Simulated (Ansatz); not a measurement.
`CC(O)CF` + `FCF` → `OC(CF)C(F)F` + CH₄  (formal exchange of groups at a C–C bond)

Program: Ansatz. Geometries: PBE0-D4/def2-TZVP. ΔE: electronic, gas phase. CCSD(T)/CBS is the MP2 limit (def2-TZVPP, def2-QZVPP) plus CCSD(T) − MP2 in def2-TZVPP, frozen cores. This one scheme is used for every species. Functionals use def2-TZVPP. B3LYP here is the variant with VWN-RPA as its local correlation; programs differ in this. HSE06 is defined as in plane-wave codes. Each species was taken in one conformer, which may not be the lowest.

```tsv
level	ΔE (kJ/mol)	difference from CCSD(T)/CBS
LDA (SPW92)	-21.0	-5.6
PBE-D4	-15.7	-0.3
revPBE-D4	-14.4	1.0
BLYP-D4	-15.6	-0.2
B97M-V	-21.2	-5.8
PBE0-D4	-15.9	-0.5
B3LYP-D4	-16.2	-0.8
r2SCANh-D4	-20.0	-4.6
r2SCAN0-D4	-19.2	-3.8
BHLYP-D4	-16.9	-1.5
CAM-B3LYP-D4	-18.4	-3.0
ωB97X-V	-18.9	-3.5
ωB97M-V	-19.7	-4.3
B2PLYP	-14.8	0.6
PBE-QIDH	-15.1	0.3
PBE	-14.3	1.1
revPBE	-11.3	4.1
BLYP	-12.9	2.5
r2SCAN	-20.1	-4.7
PBE0	-14.6	0.8
B3LYP	-14.1	1.3
r2SCANh	-19.5	-4.1
r2SCAN0	-18.7	-3.3
HSE06	-14.5	0.9
BHLYP	-15.3	0.1
CAM-B3LYP	-17.1	-1.7
LC-ωPBE	-16.4	-1.0
RPA@PBE/def2-TZVPP	-15.7	-0.3
HF/def2-SVP	-21.4	-6.0
CCSD/def2-SVP	-24.2	-8.8
CCSD(T)/def2-SVP	-25.3	-9.9
MP2/def2-TZVPP	-14.3	1.1
SCS-MP2/def2-TZVPP	-13.3	2.1
CCSD/def2-TZVPP	-15.6	-0.2
CCSD(T)/def2-TZVPP	-16.5	-1.1
HF/def2-QZVPP	-12.8	2.6
MP2/def2-QZVPP	-13.3	2.1
SCS-MP2/def2-QZVPP	-12.3	3.1
HF/CBS(def2)	-12.7	2.7
MP2/CBS(def2)	-13.2	2.2
CCSD(T)/CBS	-15.4	0
```

Largest T1 diagnostic among the species: 0.011.

Leaving LDA and LC-ωPBE aside and taking each functional with its dispersion term where it has one, the values spread over 6.9 kJ/mol, from B97M-V to revPBE-D4. LDA lies −6.7 kJ/mol from PBE without D4. At CCSD(T), def2-SVP lies −9.9 kJ/mol from the extrapolated value and def2-TZVPP −1.1 kJ/mol.
